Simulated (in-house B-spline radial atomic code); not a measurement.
Configurations of the fluorine ion F⁵⁺, with energies counted from [He] 2s2. Computed with a radial B-spline atomic code at the basis-set limit: Dirac-Hartree-Fock, average of configuration, Fermi nucleus of rms radius 2.8976 fm. Energies include first-order Breit, QED and recoil terms.

```tsv
configuration	E - E(ref) (eV)	highest orbital	its <r> (bohr)
[He] 2s1 3p1	95.495	3p3/2	1.934
[He] 2s1 4f1	123.36	4f7/2	2.992
[He] 2s1 5p1	133.6	5p3/2	5.837
[He] 2s1 5f1	134.39	5f7/2	5.238
[He] 2s1 6p1	139.94	6p3/2	8.538
[He] 2s1 6d1	140.26	6d5/2	8.403
[He] 2s1 6f1	140.39	6f7/2	7.985
```

Task: Order these further configurations by energy, lowest first.
A. [He] 2s1 4p1
B. [He] 2s1 3d1
C. [He] 2s1 5d1
D. [He] 2s1 6g1
E. [He] 2s1 2p1

Result: E (12.433 eV), B (98.484 eV), A (121.76 eV), C (134.17 eV), D (140.41 eV).

Task: How far above the reference does [He] 2s1 5g1 lie?

Result: 134.42 eV; its least bound orbital is 5g9/2 with <r> = 4.583 bohr.

Task: How far above the reference does [He] 2s1 4d1 lie?

Result: 122.92 eV; its least bound orbital is 4d5/2 with <r> = 3.434 bohr.
